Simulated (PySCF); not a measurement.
**How methods differ on the excitation energy of Si**

Si [Ne] 3s2 3p2 (3P) → Si [Ne] 3s1 3p3 (5S), as a difference of total energies. All numbers are calculated (PySCF 2.14, the spin-free X2C one-electron Hamiltonian (Gaussian nucleus), in aug-cc-pVTZ-DK (6s5p3d2f, 50 functions)). Correlated levels: valence: [Ne] frozen. The calculations carry no spin-orbit coupling.

```tsv
method	excitation energy (eV)
UHF	2.670
LDA	4.349
PBE0	4.092
r2SCAN	3.674
wB97M-V	4.563
B97-3	4.462
wB97X	4.254
LC-wPBE	3.939
SCS-MP2 (valence)	4.088
```

Estimate what MP2 (valence) gives.

3.621 eV, closest to r2SCAN among the rows shown.

Estimate what PBE gives.

4.266 eV, closest to wB97X among the rows shown.

A first-order spin-orbit estimate (lowest level to lowest level, LS coupling) adds 0.016 eV.
